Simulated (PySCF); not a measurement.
PySCF 2.14 output of an unrestricted r2SCANh calculation on a single atom or ion in x2c-TZVPPall with one added diffuse shell each of s, p, d, f type (12s8p7d4f, 99 functions), with scalar relativity by spin-free X2C-1e:

```
SCF conv_tol = 1e-09
number electrons alpha = 44  beta = 39
    M. Bursch, H. Neugebauer, S. Ehlert, and S. Grimme.,  J. Chem. Phys. 156, 134105 (2022)
cycle= 1 E= -21534.7334505454  delta_E= -0.0145  |g|= 0.0696  |ddm|= 0.66
cycle= 2 E= -21534.7335853521  delta_E= -0.000135  |g|= 0.0365  |ddm|= 0.0662
cycle= 3 E= -21534.7336890238  delta_E= -0.000104  |g|= 0.00688  |ddm|= 0.0294
cycle= 4 E= -21534.7336967093  delta_E= -7.69e-06  |g|= 0.000243  |ddm|= 0.0145
cycle= 5 E= -21534.7336967333  delta_E= -2.4e-08  |g|= 3.24e-05  |ddm|= 0.000726
cycle= 6 E= -21534.7336967338  delta_E= -5.53e-10  |g|= 2.69e-06  |ddm|= 0.000457
converged SCF energy = -21534.7336967338  <S^2> = 8.7556043  2S+1 = 6.0018678
```

The run itself started from symmetry-adapted Hartree-Fock orbitals and held the occupation by maximum overlap, on a logarithmic radial grid, so the iterations belong to that start.

Which element, charge and spin multiplicity is this?

Bi (bismuth, neutral), multiplicity 6; the state was [Xe] 4f14 5d10 6s1 6p3 7s1, high-spin 6S determinant (an excited configuration).

Spin-orbit coupling, which splits the p, d and f shells strongly at this Z, is absent. Spin-orbit coupling is strong in this species (close to jj coupling), so the high-spin LS determinant is a model state, not a physical level. The outer electron is Rydberg-like, and this basis confines it to a smaller radius and binds it less than a complete one would.
